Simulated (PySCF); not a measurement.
A structure optimised at PBE0-D3(BJ)/def2-SVP, used in a PySCF frequency run:

```xyz
9

Si     0.0028    -0.0811     1.6262
N      0.0226     0.5191     0.0000
Si     0.0028    -0.0811    -1.6262
H      0.4540    -1.5010     1.7910
H     -1.4241     0.0241     2.0706
H      0.8516     0.7961     2.4860
H      0.8516     0.7961    -2.4860
H      0.4540    -1.5010    -1.7910
H     -1.4241     0.0241    -2.0706
```
Charge 0, spin multiplicity 2.

Question: Write its SMILES, formula and point group.

Answer: [SiH3][N][SiH3], H6NSi2, Cs

Question: What are its rotational constants (standard atomic weights)?

Answer: 31.756, 2.7756, 2.7164 GHz
